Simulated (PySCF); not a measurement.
# Reading the logs of faulty runs: AlBClH3N

All numbers below are calculated, not measured. They come from PySCF 2.14.0, an open-source quantum chemistry program, on an isolated molecule that a program drew, which may never have been made. The molecule is AlBClH3N (charge 0, doublet), drawn as the SMILES string `[BH][NH][AlH][Cl]`.

Each row is a Hartree-Fock (HF) and frozen-core CCSD(T) single point in the cc-pV(D+d)Z basis, meant for a local HF minimum. Run 1 is clean. Each other run has one planted mistake out of seven kinds, and not every kind appears here: one electron removed, one electron added, multiplicity raised by two, geometry at a saddle point, minimal basis STO-3G, one bond length entered in bohr, all coordinates scaled. The reference is restricted for singlets and unrestricted otherwise, and also for a bond in bohr. Adding or removing an electron swaps singlet and doublet. Electrons count all cores. HOMO and LUMO are orbital energies over both spins, the gradient is its largest component, and the lowest frequency (negative if imaginary) is given only where the gradient is small. Bond lengths are over the 6 bonds as drawn. T1 is the CCSD diagnostic: over 0.02 (restricted) or 0.045 (unrestricted) a single reference is doubtful.

Geometry of the clean run:
```xyz
7
AlBClH3N, angstrom
B     0.4393    2.3486   -0.0814
N     1.2681    1.4223   -0.7260
Al    0.7284    0.2792   -1.9995
Cl    2.1974   -1.0080   -2.7978
H    -0.7332    2.4760   -0.3168
H     2.2297    1.4224   -0.4314
H    -0.7435    0.2228   -2.5049
```

```
run  electrons  basis functions  <S^2>  HOMO (eV)  LUMO (eV)  gradient (hartree/bohr)  lowest frequency (cm^-1)  mean bond (Å)  longest bond (Å)      T1  HF (hartree)  CCSD(T) (hartree)                 mistake
  1         45               89  0.755      -8.77       1.69                  1.1e-05                        92         1.5117             2.110  0.0136    -782.39697         -782.87608                no fault
  2         45               89  0.754      -8.39       2.09                  8.5e-02                         -         1.4029             1.958  0.0117    -782.35407         -782.82602  all coordinates scaled
  3         44               89  0.000     -16.33      -6.38                  9.2e-02                         -         1.5117             2.110  0.0180    -782.11815         -782.59688    one electron removed
  4         45               89  1.183     -10.07       1.28                  2.3e-02                         -         1.7193             2.646  0.0450    -782.21453         -782.68600                       ?
  5         45               31  0.758      -6.67       7.37                  4.2e-02                         -         1.5117             2.110  0.0165    -773.55187         -773.69403                       ?
```

**Which mistake was planted in run 4, and what did it cost?**

The mean bond changes by a factor of 1.137 and the longest by 1.254, so the molecule wasn't scaled as a whole. A length L in bohr read as angstrom grows by (1/0.5292 - 1) L = 0.890 L. The 6 bonds together grew by 6 x 0.2076 = 1.246 Å, which gives L = 1.400 Å. That is bond B1-N2, 1.400 Å in the clean geometry. So the mistake is: one bond length entered in bohr. Subtracting run 1 and multiplying by 627.51 kcal/mol a hartree, the energy moved by 114.5 kcal/mol in HF and 119.3 kcal/mol in CCSD(T).

**Which mistake was planted in run 5, and what did it cost?**

It has 31 basis functions where the clean run has 89, with the same electrons and geometry. So the mistake is: minimal basis STO-3G. Subtracting run 1 and multiplying by 627.51 kcal/mol a hartree, the energy moved by 5550.4 kcal/mol in HF and 5761.8 kcal/mol in CCSD(T).

Cautions from the logs. Run 4: T1 is over the limit, so its CCSD(T) energy is less reliable.
